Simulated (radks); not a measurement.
Values are calculated unless marked as measured or tabulated.
Effect of the nuclear size on the iridium ion Ir2+, [Xe] 4f14 5d7. Code: a radial shooting solver on a logarithmic mesh with Libxc functionals. Model: Dirac Kohn-Sham, BLYP, spin-unpolarised, spherical densities, finite nucleus; open shells are shared between the two j in proportion to 2j + 1; Fermi nuclear charge, rms radius 5.4032 fm. The rms radius is varied about that value; shifts are against it.

rms radius (fm)  total energy shift (eV)  density at nucleus (e/bohr^3)  1s1/2 shift (meV)  2s1/2 shift (meV)  5s1/2 shift (meV)  5p1/2 shift (meV)  5d5/2 shift (meV)  6s1/2 (empty) shift (meV)  6p1/2 (empty) shift (meV)
4.7494                             -18.1                      1.912e+06              -7290              -1060              -11.4             -0.167              0.110                      -1.49                     -0.063
5.1925                             -6.00                      1.849e+06              -2410               -350              -3.77             -0.055              0.036                     -0.494                     -0.021
5.4032                                 0                      1.821e+06              0.000              0.000              0.000              0.000              0.000                      0.000                      0.000
5.8355                              12.8                      1.769e+06               5140                745               8.01              0.119             -0.077                       1.05                      0.045
6.0786                              20.2                      1.742e+06               8140               1180               12.7              0.188             -0.122                       1.66                      0.071

Slopes of the eigenvalues against <r^2> in GHz/fm^2, as finite differences over the two radii next to the reference (eigenvalue slopes, not the field-shift constants of lines): 1s1/2 258000, 2s1/2 37300, 5s1/2 402, 5p1/2 5.93, 5d5/2 -3.87, 6s1/2 (empty) 52.7, 6p1/2 (empty) 2.24.
